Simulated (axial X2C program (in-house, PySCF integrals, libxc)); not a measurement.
**Ionising PdC**

Calculated with an axial X2C code built on PySCF integrals, spin-free (one-electron X2C) or two-component (2c: spin–orbit coupling with atomic mean-field Coulomb and Gaunt terms, which also bring small scalar terms), in Dyall basis sets with cores contracted in-house; open shells are unrestricted.

Basis sets: C dyall-v3z, Pd dyall-cv3z.

| Hamiltonian | level | PdC state | Re (Å) | ωe (cm⁻¹) | De (eV) |
| --- | --- | --- | --- | --- | --- |
| spin-free | PBE0 | M_S = 1, Λ = 1 | 1.742 | 768.5 | 3.16 |
| 2c | PBE0 | Ω = 2 | 1.745 | 764.2 | 3.12 |

Adiabatic ionisation energy (minimum to minimum, no zero-point term) and constants of PdC⁺:

```tsv
Hamiltonian	level	PdC⁺ state	IE (eV)	Re (Å)	ωe (cm⁻¹)	De (eV)	fragments
spin-free	PBE0	M_S = 1/2, Λ = 0	7.96	1.685	903.5	3.62	Pd+ + C
2c	PBE0	Ω = 1/2	7.91	1.686	902.5	n/a	Pd+ + C
```

**Question.** Add the zero-point terms to the ionisation energy at PBE0, 2c, and say whether the electron removed was bonding.

**Answer.** IE0 = IE + (ωe⁺ − ωe)/2 = 7.91 + (0.009) = 7.92 eV. Re changes by -0.059 Å, so the bond shortens, as on loss of an antibonding or a polarising non-bonding electron.

Each entry is the lowest single determinant of a limited PBE0 search at one distance. De goes to single-determinant-based atoms at the same level (for ions the charge split of lowest energy) and is withheld (n/a) where an atom does not fit its ground term or J level. Main or longest-lived isotopes. One determinant is a doubtful description, or other states lie close, for PdC, PdC⁺; these need not be ground states, and all values refer to the states named. Some open-shell Ω = 0 determinants are out of reach, so the Ω given for PdC need not be the lowest component. With several unpaired electrons the Ω given is that of one determinant, not necessarily of the lowest component. Some light 2c atoms are not at their ground J level, so De misses part of their lowering (0.04 eV or less). The functionals have no current term, which raises determinants with orbital currents.
